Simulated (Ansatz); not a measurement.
`[NH2][Ge][O][SiH3]` + `C[SiH](N)O` → `C[SiH](N)O[SiH3]` + `[NH2][Ge][OH]`  (ligand exchange at the Si–O bond)

Isolated molecules relaxed with PBE0-D4/def2-TZVP in Ansatz; ΔE leaves out vibrations. CCSD(T)/CBS is the MP2 limit (def2-TZVPP, def2-QZVPP) plus CCSD(T) − MP2 in def2-TZVPP, frozen cores. DFT in def2-TZVPP. For Ge outer-core shells are correlated without core-valence functions, which leaves a few kJ/mol of doubt a bond. Scalar relativity is left out up to krypton. One conformer a species, not always the lowest.

| level | ΔE (eV) |
| --- | --- |
| r2SCAN-D4 | -0.01 |
| MP2/def2-TZVPP | 0.01 |
| MP2/def2-QZVPP | 0.01 |
| HF/CBS(def2) | -0.02 |

(1) What does CCSD(T)/CBS give? (Best estimate.)

Largest T1 diagnostic among the species: 0.014.

## Answers

(1) Ansatz gave: 0.00 eV. The listed levels differ from it by -0.01, 0.01, 0.01, -0.02 eV.
